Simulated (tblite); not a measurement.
Species: CH15NOSi5.
Atom-mapped SMILES: `[OH:1][SiH2:2][Si@H:3]([SiH3:4])[N:5]([SiH3:6])[CH2:7][SiH3:8]` (hydrogens: H9 on O1; H10, H11 on Si2; H12 on Si3; H13, H14, H15 on Si4; H16, H17, H18 on Si6; H19, H20 on C7; H21, H22, H23 on Si8)

Computed with GFN2-xTB (tblite), gas phase: L-BFGS steps from a force-field or distance-geometry start until the largest atomic force falls under 0.01 eV/Å.

Step 42: E = -693.7868 eV
```
atom  x, y, z in Å  |  force x, y, z in eV/Å
O1     -1.8179    1.5151    1.6996   -0.007   0.005   0.003
Si2    -2.3483    0.3789    0.6583    0.019  -0.026  -0.001
Si3    -0.8302   -0.2341   -0.9860   -0.003   0.041   0.005
Si4    -1.3469   -2.1591   -2.1635    0.010   0.000   0.017
N5      0.8110   -0.3588   -0.3581   -0.023   0.005   0.042
Si6     1.2207   -1.4303    0.9377    0.001  -0.023   0.008
C7      1.7783    0.6710   -0.7093    0.033   0.000  -0.030
Si8     1.7812    2.2197    0.3957   -0.014   0.023   0.023
H9     -1.5366    2.3815    1.4209    0.031   0.002  -0.001
H10    -2.6598   -0.6808    1.6136   -0.030  -0.006   0.017
H11    -3.6025    0.8559    0.0508   -0.001  -0.001   0.010
H12    -0.6724    0.8784   -1.9704   -0.007  -0.033   0.029
H13    -2.6396   -1.9929   -2.8408    0.021   0.010  -0.014
H14    -0.3918   -2.5361   -3.2100   -0.004  -0.027  -0.028
H15    -1.5099   -3.3506   -1.3243    0.012  -0.013   0.010
H16     0.5673   -2.7081    0.6480   -0.034   0.045   0.000
H17     0.7986   -0.9189    2.2501    0.001  -0.008  -0.041
H18     2.6795   -1.5758    0.9338   -0.021   0.004  -0.022
H19     2.7757    0.2254   -0.6917    0.061  -0.017   0.011
H20     1.6008    0.9722   -1.7442   -0.015   0.008  -0.053
H21     2.0317    1.8512    1.7862   -0.001   0.003   0.033
H22     2.8249    3.1265   -0.0907   -0.005  -0.021  -0.001
H23     0.4817    2.8965    0.2964   -0.022   0.028  -0.015
```

Step 43: E = -693.7877 eV
```
atom  x, y, z in Å  |  force x, y, z in eV/Å
O1     -1.8128    1.5147    1.6996   -0.012   0.003   0.006
Si2    -2.3481    0.3788    0.6605   -0.012  -0.020  -0.004
Si3    -0.8308   -0.2346   -0.9842    0.000   0.008   0.017
Si4    -1.3450   -2.1609   -2.1631   -0.005   0.009   0.015
N5      0.8116   -0.3571   -0.3583   -0.038  -0.022   0.054
Si6     1.2217   -1.4290    0.9364   -0.008  -0.040   0.017
C7      1.7795    0.6713   -0.7095    0.012  -0.009  -0.036
Si8     1.7791    2.2188    0.3953   -0.008   0.035   0.025
H9     -1.5336    2.3817    1.4206    0.031   0.000  -0.002
H10    -2.6654   -0.6785    1.6176   -0.022   0.002   0.008
H11    -3.6035    0.8591    0.0531    0.028  -0.010   0.021
H12    -0.6732    0.8769   -1.9664   -0.006  -0.009   0.006
H13    -2.6369   -1.9922   -2.8442    0.040   0.003  -0.001
H14    -0.3873   -2.5346   -3.2085   -0.004  -0.027  -0.028
H15    -1.5076   -3.3554   -1.3269    0.009  -0.001   0.003
H16     0.5618   -2.7042    0.6472   -0.026   0.049   0.003
H17     0.8001   -0.9158    2.2485    0.008  -0.010  -0.041
H18     2.6802   -1.5792    0.9299   -0.028   0.005  -0.020
H19     2.7766    0.2247   -0.6920    0.057  -0.008   0.004
H20     1.5979    0.9707   -1.7437    0.007   0.023  -0.070
H21     2.0264    1.8508    1.7860    0.000   0.000   0.043
H22     2.8239    3.1241   -0.0893    0.005  -0.010  -0.004
H23     0.4809    2.8970    0.2932   -0.028   0.029  -0.017
```

Problem. Estimate the geometry and energy of step 44. (The exact step hangs on the optimiser's Hessian estimate; all steps are aligned on step 43, rigid shifts and turns removed.)

Solution. E = -693.7887 eV, largest force 0.077 eV/Å
```
atom  x, y, z in Å  |  force x, y, z in eV/Å
O1     -1.8076    1.5145    1.6998   -0.016   0.002   0.005
Si2    -2.3481    0.3786    0.6628   -0.038  -0.007   0.002
Si3    -0.8317   -0.2351   -0.9820    0.004  -0.031   0.029
Si4    -1.3427   -2.1628   -2.1628   -0.009   0.013   0.008
N5      0.8114   -0.3557   -0.3574   -0.032  -0.028   0.048
Si6     1.2227   -1.4282    0.9355   -0.015  -0.041   0.017
C7      1.7807    0.6711   -0.7104   -0.010  -0.012  -0.032
Si8     1.7765    2.2183    0.3953   -0.004   0.028   0.018
H9     -1.5296    2.3821    1.4210    0.029  -0.009  -0.003
H10    -2.6717   -0.6755    1.6222   -0.013   0.009  -0.001
H11    -3.6043    0.8624    0.0561    0.050  -0.016   0.029
H12    -0.6738    0.8749   -1.9620   -0.006   0.018  -0.019
H13    -2.6330   -1.9914   -2.8484    0.054  -0.004   0.011
H14    -0.3826   -2.5341   -3.2076   -0.009  -0.023  -0.020
H15    -1.5043   -3.3604   -1.3298    0.006   0.012  -0.003
H16     0.5553   -2.6989    0.6465   -0.024   0.036   0.006
H17     0.8022   -0.9127    2.2464    0.012  -0.010  -0.027
H18     2.6805   -1.5823    0.9249   -0.027   0.003  -0.017
H19     2.7781    0.2236   -0.6921    0.030   0.007  -0.007
H20     1.5946    0.9694   -1.7443    0.033   0.026  -0.064
H21     2.0202    1.8502    1.7866   -0.001   0.000   0.042
H22     2.8231    3.1211   -0.0880    0.014   0.002  -0.004
H23     0.4794    2.8979    0.2896   -0.027   0.026  -0.017
```

The energy changes by -0.0009 eV. The first-order estimate −F·Δx gives -0.0013 eV and the mean of the old and new forces, exact on a quadratic surface, -0.0009 eV. The step makes an angle of 73° with the force vector and moves no atom by more than 0.008 Å.

What follows is the cost of the whole relaxation. Hardware: one thread of an Arm Neoverse N1, on a shared host. Cost: 6.8 s wall.
